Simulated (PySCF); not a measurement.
# One molecule, several mistakes: H7Si3

All numbers below are calculated, not measured. They come from PySCF 2.14.0, an open-source quantum chemistry program, on an isolated molecule that a program drew, which may never have been made. The molecule is H7Si3 (charge 0, doublet), drawn as the SMILES string `[SiH2][SiH2][SiH3]`.

Each row is a Hartree-Fock (HF) and frozen-core CCSD(T) single point in the cc-pV(D+d)Z basis, meant for a local HF minimum. Run 1 is clean. Each other run has one planted mistake out of seven kinds, and not every kind appears here: one electron removed, one electron added, multiplicity raised by two, geometry at a saddle point, minimal basis STO-3G, one bond length entered in bohr, all coordinates scaled. The reference is restricted for singlets and unrestricted otherwise, and also for a bond in bohr. Adding or removing an electron swaps singlet and doublet. Electrons count all cores. HOMO and LUMO are orbital energies over both spins, the gradient is its largest component, and the lowest frequency (negative if imaginary) is given only where the gradient is small. Bond lengths are over the 9 bonds as drawn. T1 is the CCSD diagnostic: over 0.02 (restricted) or 0.045 (unrestricted) a single reference is doubtful.

Geometry of the clean run:
```xyz
10
H7Si3, angstrom
Si    1.0943   -1.7578   -1.8470
Si   -0.6658   -0.8631   -0.5553
Si   -0.5914    1.5021   -0.4151
H     2.4340   -1.4723   -1.2761
H     1.0580   -1.3107   -3.2616
H    -1.9539   -1.2794   -1.1651
H    -0.5868   -1.4403    0.8104
H    -0.6819    2.0887   -1.7739
H    -1.7158    2.0167    0.4041
H     0.6863    1.9292    0.2042
```

```
run,electrons,basis functions,<S^2>,HOMO (eV),LUMO (eV),gradient (hartree/bohr),lowest frequency (cm^-1),mean bond (Å),longest bond (Å),T1,HF (hartree),CCSD(T) (hartree),mistake
1,49,104,0.758,-8.65,0.89,1.5e-05,101,1.6796,2.371,0.0145,-870.83903,-871.20886,no fault
2,49,104,3.767,-3.84,-2.17,2.5e-02,-,1.6796,2.371,0.0259,-870.59856,-870.95864,multiplicity raised by two
3,50,104,0.000,-1.02,7.89,4.1e-02,-,1.6796,2.371,0.0143,-870.83821,-871.24107,one electron added
4,49,104,1.540,-8.73,0.46,1.7e-02,-,1.9139,4.480,0.0564,-870.75826,-871.11962,one bond length entered in bohr
5,49,34,0.754,-5.81,6.30,2.9e-02,-,1.6796,2.371,0.0043,-860.84271,-861.00524,?
6,48,104,0.000,-15.69,-6.69,5.2e-02,-,1.6796,2.371,0.0204,-870.55556,-870.91888,?
```

**Which mistake was planted in run 5, and what did it cost?**

It has 34 basis functions where the clean run has 104, with the same electrons and geometry. So the mistake is: minimal basis STO-3G. Subtracting run 1 and multiplying by 627.51 kcal/mol a hartree, the energy moved by 6272.8 kcal/mol in HF and 6402.9 kcal/mol in CCSD(T).

**Which mistake was planted in run 6, and what did it cost?**

It counts 48 electrons, one fewer than the clean run, at the same geometry and basis. So the mistake is: one electron removed. Subtracting run 1 and multiplying by 627.51 kcal/mol a hartree, the energy moved by 177.9 kcal/mol in HF and 182.0 kcal/mol in CCSD(T).

Cautions from the logs. Run 4: T1 is over the limit, so its CCSD(T) energy is less reliable; run 6: T1 is over the limit, so its CCSD(T) energy is less reliable.
